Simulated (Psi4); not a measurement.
C2H6Si (SMILES C[Si]C), singlet, at a GFN2-xTB geometry. Base run: M06-2X/def2-SVP (Psi4 1.11).

The Psi4 input:
```
memory 2 GB

molecule {
0 1
  Si   -0.25781853    0.11561357    0.69927516
  C     0.74714689    1.26727629   -0.47256628
  H     0.92573921    2.24312512   -0.02482989
  H     0.22513318    1.43369211   -1.41547096
  H     1.72091760    0.83786826   -0.71036843
  C    -0.40578857   -1.42035160   -0.45329187
  H     0.57448304   -1.79226401   -0.75330936
  H    -0.95623279   -1.18077588   -1.36366825
  H    -0.92873070   -2.24178365    0.03294363
}

set basis def2-svp

energy('m06-2x')
print_variables()
```

The base run was repeated with changes; each row names its change, and settings that it needs were set with it.

```csv
change,ΔE vs base (mEh),SCF cycles,grid points,basis functions,outcome
base,0.000,7,194331,76,converged
cholesky_tolerance = 1e-3 (with scf_type cd),-0.031,8,194331,76,converged
scf_type = cd,-0.311,7,194331,76,converged
e_convergence = 1e-4,0.000,7,194331,76,converged
d_convergence = 1e-10,0.000,12,194331,76,converged
damping_percentage = 50,0.009,29,194331,76,converged
basis_guess = sto-3g,0.000,6,194331,76,converged
d_convergence = 1e-4,0.000,7,194331,76,converged
dft_spherical_points = 434,0.072,7,279110,76,converged
d_convergence = 1e-8,0.000,10,194331,76,converged
damping_percentage = 20,0.000,17,194331,76,converged
soscf = true,-,-,-,76,stopped with an error
ints_tolerance = 1e-8,0.000,7,194331,76,converged
```

- soscf = true: ended with `Fatal Error: Vx: RKS does not support rotated V builds for MGGA's`
